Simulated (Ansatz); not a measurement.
Reaction (ligand exchange at the Si–O bond): `C=C[SiH2]O[SiH2]F` + `N[Si](F)(Cl)Cl` → `F[SiH2]N[Si](F)(Cl)Cl` + `C=C[SiH2]O`

Gas-phase electronic energies from Ansatz, PBE0-D4/def2-TZVP geometries. CBS: MP2 limit from def2 TZ/QZ plus the TZ coupled-cluster correction, frozen cores. This one scheme is used for every species. Functionals use def2-TZVPP. B3LYP here is the variant with VWN-RPA as its local correlation; programs differ in this. HSE06 is defined as in plane-wave codes. Each species was taken in one conformer, which may not be the lowest.

| level | ΔE (kJ/mol) | difference from CCSD(T)/CBS |
| --- | --- | --- |
| LDA (SPW92) | 53.0 | -6.2 |
| PBE-D4 | 51.2 | -8.0 |
| revPBE-D4 | 49.5 | -9.7 |
| B97M-V | 61.1 | 1.9 |
| PBE0-D4 | 55.1 | -4.1 |
| B3LYP-D4 | 60.6 | 1.4 |
| r2SCANh-D4 | 59.3 | 0.1 |
| r2SCAN0-D4 | 60.4 | 1.2 |
| HSE06-D4 | 54.9 | -4.3 |
| BHLYP-D4 | 65.5 | 6.3 |
| CAM-B3LYP-D4 | 63.7 | 4.5 |
| ωB97X-V | 59.3 | 0.1 |
| ωB97M-V | 58.2 | -1.0 |
| B2PLYP | 61.8 | 2.6 |
| PBE | 52.7 | -6.5 |
| revPBE | 52.8 | -6.4 |
| BLYP | 60.4 | 1.2 |
| r2SCAN | 58.9 | -0.3 |
| PBE0 | 56.5 | -2.7 |
| B3LYP | 63.1 | 3.9 |
| r2SCANh | 59.7 | 0.5 |
| r2SCAN0 | 60.9 | 1.7 |
| HSE06 | 56.3 | -2.9 |
| BHLYP | 67.6 | 8.4 |
| LC-ωPBE | 59.8 | 0.6 |
| RPA@PBE/def2-TZVPP | 56.1 | -3.1 |
| HF/def2-SVP | 66.6 | 7.4 |
| MP2/def2-SVP | 53.4 | -5.8 |
| CCSD/def2-SVP | 55.1 | -4.1 |
| CCSD(T)/def2-SVP | 52.9 | -6.3 |
| MP2/def2-TZVPP | 57.7 | -1.5 |
| SCS-MP2/def2-TZVPP | 60.4 | 1.2 |
| CCSD/def2-TZVPP | 60.6 | 1.4 |
| CCSD(T)/def2-TZVPP | 57.8 | -1.4 |
| HF/def2-QZVPP | 75.1 | 15.9 |
| MP2/def2-QZVPP | 59.0 | -0.2 |
| SCS-MP2/def2-QZVPP | 61.6 | 2.4 |
| HF/CBS(def2) | 75.3 | 16.1 |
| MP2/CBS(def2) | 59.0 | -0.2 |
| CCSD/CBS(def2) | 61.9 | 2.7 |
| CCSD(T)/CBS | 59.2 | 0 |

Largest T1 diagnostic among the species: 0.012.

From BLYP to BHLYP (50 % exact exchange), in def2-TZVPP and without D4, ΔE moves by +7.2 kJ/mol. Leaving LDA and LC-ωPBE aside and taking each functional with its dispersion term where it has one, the values spread over 16.0 kJ/mol, from revPBE-D4 to BHLYP-D4. At CCSD(T), def2-SVP lies −6.3 kJ/mol from the extrapolated value and def2-TZVPP −1.4 kJ/mol.
